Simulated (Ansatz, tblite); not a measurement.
Cost and result up the ladder for PbS2⁺ (3 atoms). Total charge 1; doublet. Geometry: r2SCAN-D4/def2-TZVP.

Cartesian coordinates in Å:
```
Pb 0.413 -1.503 -0.370
S 0.763 1.005 0.236
S -1.176 0.498 0.134
```

Ansatz on 4 threads of Intel Xeon Platinum 8259CL on a shared host; xTB runs through tblite on one thread. Times are rough, summed over both states, and most runs start from the orbitals of an earlier one. CCSD(T)/def2-TZVPP serves as the yardstick here, not as an exact answer. The other state is a quartet at its own geometry.

In the def2 sets Pb takes a core potential; there is no spin–orbit coupling. The xTB rows come from tblite. B3LYP takes the VWN-RPA correlation. Correlated methods freeze 14 core orbitals; core or outer-core shells of Pb are correlated, in sets that lack core-valence functions. The structure comes from a short search, and lower isomers may exist.

xTB has no spin-polarisation term.

| level | functions | wall time |
| --- | --- | --- |
| GFN1-xTB | 22 | 0.007 s |
| GFN2-xTB | 22 | 0.008 s |
| LDA (SPW92)/def2-TZVP (with forces) | 124 | 1.6 s |
| PBE-D4/def2-TZVP | 124 | 2.9 s |
| MP2/def2-TZVP | 124 | 4 s |
| B3LYP-D4/def2-TZVP | 124 | 4.1 s |
| RPA@PBE/def2-TZVP | 124 | 4.7 s |
| r2SCAN-D4/def2-TZVP | 124 | 5.8 s |
| r2SCANh-D4/def2-TZVP | 124 | 6.9 s |
| CAM-B3LYP-D4/def2-TZVP | 124 | 7.2 s |
| PBE0-D4/def2-TZVP | 124 | 9.4 s |
| ωB97M-V/def2-TZVP | 124 | 17 s |
| CCSD(T)/def2-TZVPP | 134 | 23 s |

(1) Estimate what each level gives for the quartet − doublet (eV).

## Answers

(1) 
| level | quartet − doublet (eV) | difference from CCSD(T)/def2-TZVPP (eV) |
| --- | --- | --- |
| GFN1-xTB | 3.10 | 1.28 |
| GFN2-xTB | 2.22 | 0.41 |
| LDA (SPW92)/def2-TZVP (with forces) | 2.21 | 0.39 |
| PBE-D4/def2-TZVP | 1.96 | 0.14 |
| MP2/def2-TZVP | 1.92 | 0.10 |
| B3LYP-D4/def2-TZVP | 1.79 | -0.03 |
| RPA@PBE/def2-TZVP | 1.73 | -0.08 |
| r2SCAN-D4/def2-TZVP | 1.81 | -0.01 |
| r2SCANh-D4/def2-TZVP | 1.78 | -0.04 |
| CAM-B3LYP-D4/def2-TZVP | 1.72 | -0.10 |
| PBE0-D4/def2-TZVP | 1.86 | 0.05 |
| ωB97M-V/def2-TZVP | 1.78 | -0.03 |
| CCSD(T)/def2-TZVPP | 1.82 | 0.00 |
